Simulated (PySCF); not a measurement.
# How the method changes the shape and vibrations of BCFH3Si cation

Calculated results; nothing here was measured. They come from PySCF 2.14.0, an open-source quantum chemistry program, on an isolated molecule that a program drew, which may never have been made. The molecule is BCFH3Si cation (charge +1, singlet), drawn as the SMILES string `C=[SiH][B+]F`.

The geometry was optimised and harmonic frequencies were computed with HF and MP2, all in the cc-pV(D+d)Z basis, for the commonest isotopes, with a restricted reference for singlets and an unrestricted one otherwise, and a frozen core in MP2. Each result is a local minimum of its method.

Geometry at the HF minimum:
```xyz
7
BCFH3Si cation, angstrom
C    -0.8824    0.7168   -0.5194
Si   -0.2824   -0.8715   -0.6329
B     1.1318   -0.8370   -2.0427
F     1.9894   -0.7485   -2.9181
H    -0.5024    1.5223   -1.1387
H    -1.6689    1.0022    0.1724
H    -0.5281   -2.1594   -0.0008
```

Lengths of the bonds as drawn, in Å (atoms numbered as above):
```
bond,HF,MP2
C1-Si2,1.702,1.728
Si2-B3,1.997,1.976
B3-F4,1.229,1.249
C1-H5,1.085,1.098
C1-H6,1.086,1.099
Si2-H7,1.456,1.464
```

Rotational constants, in GHz:
| constant | HF | MP2 |
|---|---|---|
| A | 17.64 | 17.16 |
| B | 2.875 | 2.877 |
| C | 2.472 | 2.464 |

Harmonic frequencies in cm^-1, each column in rising order, so a row needn't be the same motion in every method:
| rank | HF | MP2 |
|---|---|---|
| 1 | 133 | 116 |
| 2 | 202 | ? |
| 3 | 347 | 328 |
| 4 | 404 | 377 |
| 5 | 476 | 490 |
| 6 | 692 | 650 |
| 7 | 704 | 663 |
| 8 | 846 | 801 |
| 9 | 960 | 816 |
| 10 | 1009 | 954 |
| 11 | 1508 | 1385 |
| 12 | 1688 | 1620 |
| 13 | 2460 | 2391 |
| 14 | 3303 | 3170 |
| 15 | 3403 | 3281 |

**Estimate the missing MP2 frequency from the HF column.**

A single factor s that minimises the squared misfit of MP2 against s times HF over the other rows is sum(HF x MP2) / sum(HF^2) = 0.9570, with an rms misfit of 36 cm^-1. For rank 2 it gives 0.9570 x 202 = 193 cm^-1. The calculation gives 203 cm^-1, 10 cm^-1 above the estimate. The drawn bonds are on average 0.8 % longer in MP2 than in HF.
